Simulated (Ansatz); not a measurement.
`[CH3][Sc]([CH3])[NH2]`, charge 0, multiplicity 1.

Question: Give a relaxed structure at PBE0-D4/def2-TZVP (Ansatz). (An estimate is asked.)

Answer: The calculation gave: 
Z-matrix (Å, degrees):
```
C
Sc 1 2.197
H 1 1.098 2 111.8
H 1 1.100 2 111.4 3 -118.7
H 1 1.098 2 113.6 3 121.4
C 2 2.197 1 119.0 3 28.8
N 2 1.977 1 120.6 3 -150.8
H 6 1.098 2 112.2 1 0.1
H 6 1.099 2 112.3 1 120.4
H 6 1.099 2 112.4 1 -120.2
H 7 1.013 2 126.5 1 179.7
H 7 1.013 2 126.4 1 0.3
```
This is one stationary point; other conformers may exist.
